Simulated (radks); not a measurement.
The numbers below are computed, except where a source is named.
Problem. Code: a radial shooting solver on a logarithmic mesh with Libxc functionals. Model: non-relativistic Kohn-Sham, PBE, spin-polarised, spherical densities, point nucleus. Response by self-consistent Sternheimer equations with the Hartree and adiabatic LDA kernel. Rank Cr6+, V5+, Fe8+, K+, Sc3+, Ca2+, Ar, Mn7+, Ti4+ (NIST ground configurations) by static dipole polarisability, largest first.

Solution. Ar 11.99, K+ 5.722, Ca2+ 3.337, Sc3+ 2.162, Ti4+ 1.497, V5+ 1.086, Cr6+ 0.8165, Mn7+ 0.6308, Fe8+ 0.4984 bohr^3.
